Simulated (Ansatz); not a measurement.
Coupled-cluster diagnostics for the cluster NbO₃H, Ansatz.

Geometry of the singlet (B3LYP-D4/def2-TZVP):

```xyz
5

Nb   -0.269   -0.097    0.131
O     1.556   -0.194   -0.436
O    -0.592    0.221    1.775
O     0.911    1.081   -0.809
H    -1.607   -1.011   -0.661
```

In the def2 sets Nb takes a core potential; there is no spin–orbit coupling. Correlated methods freeze 3 core orbitals; core or outer-core shells of Nb are correlated, in sets that lack core-valence functions. The structure holds one bond between oxygen atoms, so isomers without such links may lie far lower. Another isomer (singlet) lies 3.80 eV lower at PBE0-D4/def2-TZVP; other spin states weren't run for this one.

Question: Estimate the CCSD(T) correlation energy, the shares of MP2 and (T), T1 and the reference's ⟨S²⟩ for: charge 0, singlet, own geometry in def2-TZVPP; and the rough time on 2 threads of Arm Neoverse V2 on a shared host.

Answer: 
| state | basis | correlation (eV) | MP2 share (%) | (T) share (%) | T1 | ⟨S²⟩ (pure) | wall time |
| --- | --- | --- | --- | --- | --- | --- | --- |
| charge 0, singlet, own geometry | def2-TZVPP | -33.198 | 98.1 | 5.6 | 0.031 | 0.00 (0.00) | 59 s |
Customary marks for T1 are 0.02 (closed shells), 0.045 (open shells) and about 0.05 (3d metals). T1 exceeds 0.02 in 1 of 1 rows and 0.045 in 0; the higher it lies, the less the single-reference result can be trusted.
